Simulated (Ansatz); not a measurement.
C2H6ClNSi can be A, `C=N[SiH](C)Cl`, or B, `N/C=C/[SiH2]Cl`.

Gas-phase electronic energies from Ansatz, PBE0-D4/def2-TZVP geometries. CCSD(T)/CBS is the MP2 limit (def2-TZVPP, def2-QZVPP) plus CCSD(T) − MP2 in def2-TZVPP, frozen cores. DFT in def2-TZVPP. B3LYP here is the variant with VWN-RPA as its local correlation; programs differ in this. One conformer a species, not always the lowest.

Which isomer does CCSD(T)/CBS put lower? Give the gap. (Best estimate.)

Computed: A, by 67.6 kJ/mol.

Give E(B) − E(A) in kJ/mol with r2SCAN-D4, B3LYP-D4, HF/def2-TZVPP, CCSD(T)/def2-TZVPP, CCSD/def2-TZVPP, PBE-D4, B3LYP. (An estimate is asked.)

Computed: r2SCAN-D4 58.2, B3LYP-D4 62.7, HF/def2-TZVPP 69.8, CCSD(T)/def2-TZVPP 70.1, CCSD/def2-TZVPP 70.5, PBE-D4 52.5, B3LYP 59.1. None reverses the order clearly.

Largest T1 diagnostic: 0.011.

The D4 term adds +3.5 kJ/mol with B3LYP and +1.9 kJ/mol with PBE0; it sums over pairs of atoms, weighted by their polarisabilities, and B3LYP, whose exchange is more repulsive, gets the larger term.
